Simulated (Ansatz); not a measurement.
Species: SF₂, charge 0, singlet. SF2 (SMILES FSF).
B3LYP-D3(BJ)/def2-TZVP minimum from Ansatz (a first-principles code):
```xyz
3

F     -1.2130    -0.5047     0.0161
S     -0.0057     0.5532     0.0075
F      1.2232    -0.4788    -0.0294
```

Quantity: atomisation energy (electronic, to ground-state atoms), in kJ/mol. Radicals and triplets start from unrestricted determinants; spin-orbit coupling is neglected. CBS(X,Y): correlation extrapolated as X^-3, Hartree-Fock from the larger set (Q,5: extrapolated as (X+1)exp(-9√X)). A bracket is a step between two methods taken in the basis named. The functionals are non-relativistic, so their misses hold any scalar relativity. Double hybrids freeze cores in their MP2 part. 'core' is core correlation in cc-pwCVTZ (1s frozen past Ne), 'X2C' scalar relativity in cc-pVTZ-DK, both at CCSD(T).

CCSD(T)/CBS(cc-pV(Q+d)Z,cc-pV(5+d)Z) + [CCSDT(Q) - CCSD(T)]/cc-pV(T+d)Z + core + X2C (Ansatz) gives 740.6 kJ/mol.

Q: How far off this value is PBE/def2-TZVPD (Ansatz), in which direction, and which of these levels come nearer: B3LYP/def2-TZVPD, wB97M-V/def2-TZVPD, B2PLYP/def2-TZVPD, CCSD(T)/CBS(cc-pV(Q+d)Z,cc-pV(5+d)Z) + core + X2C?

A: PBE gives 801.6 kJ/mol, 61.0 kJ/mol above it. Differences of the others: B3LYP/def2-TZVPD (Ansatz) -17.5; wB97M-V/def2-TZVPD (Ansatz) 10.6; B2PLYP/def2-TZVPD (Ansatz) -20.7; CCSD(T)/CBS(cc-pV(Q+d)Z,cc-pV(5+d)Z) + core + X2C (Ansatz) -1.2 kJ/mol. Nearer than PBE: B3LYP/def2-TZVPD, wB97M-V/def2-TZVPD, B2PLYP/def2-TZVPD, CCSD(T)/CBS(cc-pV(Q+d)Z,cc-pV(5+d)Z) + core + X2C.
